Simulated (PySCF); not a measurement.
**J couplings in SMILES Nc1cccc(Br)c1, C6H6BrN**

Geometry (Å), atoms numbered from 1 in this order:
```xyz
14

N     1.9583    0.0677    0.6751
C     0.6201    0.3161    0.4662
C     0.1634    1.6103    0.1592
C    -1.1941    1.8576   -0.0032
C    -2.1403    0.8419    0.1297
C    -1.6789   -0.4373    0.4329
Br   -2.9240   -1.8480    0.6164
C    -0.3270   -0.7140    0.6013
H     2.6113    0.7310    0.2806
H     2.2623   -0.8938    0.6022
H     0.8853    2.4240    0.0528
H    -1.5276    2.8705   -0.2422
H    -3.2054    1.0347    0.0011
H    -0.0037   -1.7289    0.8411
```

Level of theory for the indirect couplings: PBE0/pcJ-1 (dyall-v2z on Br), gas phase, Gaussian nuclear model, PBE0-D3(BJ)/def2-SVP geometry (PySCF 2.14.0).

Non-relativistic values:
```
    coupling         atoms  J (Hz)
1J(79Br,13C)      Br7 – C6  -152.3
2J(79Br,13C)      Br7 – C5     6.3
2J(79Br,13C)      Br7 – C8     7.3
3J(79Br,13C)      Br7 – C2     2.4
3J(79Br,13C)      Br7 – C4     2.6
 3J(79Br,1H)     Br7 – H13     4.6
 3J(79Br,1H)     Br7 – H14     5.4
4J(79Br,13C)      Br7 – C3     1.0
 4J(79Br,1H)     Br7 – H12     2.1
 5J(79Br,1H)  Br7 – H9/H10     0.7
 5J(79Br,1H)     Br7 – H11     1.1
```

Q: What do two-component X2C with spin–orbit coupling give?

A: 
```tsv
coupling	atoms	with spin–orbit (Hz)
1J(79Br,13C)	Br7 – C6	-164.5
2J(79Br,13C)	Br7 – C5	5.0
2J(79Br,13C)	Br7 – C8	5.9
3J(79Br,13C)	Br7 – C2	2.0
3J(79Br,13C)	Br7 – C4	2.2
3J(79Br,1H)	Br7 – H13	4.8
3J(79Br,1H)	Br7 – H14	5.7
4J(79Br,13C)	Br7 – C3	1.1
4J(79Br,1H)	Br7 – H12	2.2
5J(79Br,1H)	Br7 – H9/H10	0.7
5J(79Br,1H)	Br7 – H11	1.4
```

The largest listed coupling, 1J(79Br,13C), ends at 1.08 times its non-relativistic value. Equivalent partners are averaged, as under fast rotation. Couplings to strongly quadrupolar nuclei (79Br) are seldom resolved in solution.
